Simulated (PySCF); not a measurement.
Cd(Br)(SiH3), SMILES [SiH3][Cd][Br] at its PBE0/def2-SVP optimised geometry (Å):

```
6

Cd    -0.2901    -0.1838     0.0000
Br    -2.7292    -0.1851     0.0002
Si     2.2043    -0.1838     0.0000
H      2.7286    -0.5522     1.3513
H      2.7292     1.1703    -0.3573
H      2.7282    -1.1703    -0.9945
```

Level of theory: PBE0/def2-TZVP, def2 effective core potentials past Kr (PySCF 2.14.0). The core electrons that the potentials of Cd replace are not part of the density.

Map of the Laplacian of the electron density (e/bohr⁵) on the plane z = 1.2 Å:

```
|%%%%%%%%%%%%%%%%%%%%%%%%%%%%%|
|%%%%%%%%%%%%%%%%%%%%%%%%%%%%%|
|%%%%%%%%%%%%%%%%%%%%%%%%%%%%%|
|%%%%%%%%%%%%%%%%%%%%%%%%%%%%%|
|%%%%%%%%%%%%%%%%%%%%%%%%%%%%%|
|%%%%%%%%%%%%%%%%%%%%%%%%%%%%%|
|%%%%%%%%%%%%%%%%%%%%%%%%%%%%%|
|%%%%%%%%%%%%%%%%%%%%%%%%%%%%%|
|%%%%%%%%%%%%%%%%%%%%%%%%%%%%%|
|%%%%%%%%%%%%%%%%%%%%%%%%%%%%%|
|%%%%%%%%%%%%%%%%%%%%%%%%%%%%%|
|%%%%%%%%%%%%%%%%%%%%%%%%%%%%%|
|%%%%%%%%%%%%%%%%%%%%%%%%%%%%%|
|%%%%%@@@@%%%@@@%%%%%%@@%%%%%%|
|%%%%@@@@@%%@@@@@%%%%%%%@%%%%%|
|%%%%@@@@@%%@@@@@%%%%%-.%%%%%%|
|%%%%%@@@@%%%@@@%%%%@%- %%%%%%|
|%%%%%%%%%%%%%%%%%%%%@%%@%%%%%|
|%%%%%%%%%%%%%%%%%%%%%%%%%%%%%|
|%%%%%%%%%%%%%%%%%%%%%%%%%%%%%|
|%%%%%%%%%%%%%%%%%%%%%%%%%%%%%|
|%%%%%%%%%%%%%%%%%%%%%%%%%%%%%|
|%%%%%%%%%%%%%%%%%%%%%%%%%%%%%|
|%%%%%%%%%%%%%%%%%%%%%%%%%%%%%|
|%%%%%%%%%%%%%%%%%%%%%%%%%%%%%|
|%%%%%%%%%%%%%%%%%%%%%%%%%%%%%|
|%%%%%%%%%%%%%%%%%%%%%%%%%%%%%|
|%%%%%%%%%%%%%%%%%%%%%%%%%%%%%|
|%%%%%%%%%%%%%%%%%%%%%%%%%%%%%|
```
Scale: ten equal steps from -0.751 (start of ' ') to 0.124 (end of '@'), in the order ' .:-=+*#%@'; x runs from -5.00 to 5.00, y from -5.00 (bottom) to 5.00 (top).
